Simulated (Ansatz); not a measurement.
A structure relaxed at PBE-D4/def2-SVP in Ansatz, charge -1, singlet:

```
atom   x (Å)   y (Å)   z (Å)
 Al1   0.395   0.748   2.661
  B2  -0.147  -0.278  -0.996
  B3  -1.402  -0.054   2.432
  B4  -0.397  -0.756  -2.683
  B5   1.724   0.450  -1.196
  B6  -1.610  -1.052  -1.768
  B7  -0.701  -0.111   0.828
  B8   0.888   0.463   0.432
  B9   0.992  -0.127  -2.413
 B10   2.434   1.039   0.122
 B11   1.997   1.182   1.581
 B12  -2.228  -0.639   1.284
 B13  -1.945  -0.864  -0.284
```

Give its formula and point group.

AlB₁₂⁻. Point group C2v (tolerance 0.1 Å).

Summarise the bond lengths by kind (pairs closer than 1.2 times the sum of covalent radii, bridged metal pairs left out).

20 × B–B 1.53 to 1.91 Å; 4 × Al–B 1.98 to 2.30 Å.

The restricted singlet is unstable towards broken spin symmetry in Hartree–Fock (as tested in another run); at PBE-D4/def2-SVP this wasn't settled. At PBE-D4/def2-SVP a triplet of charge -1 lies 0.05 eV below the restricted singlet, each at its own geometry. The structure comes from a short search, and lower isomers may exist.
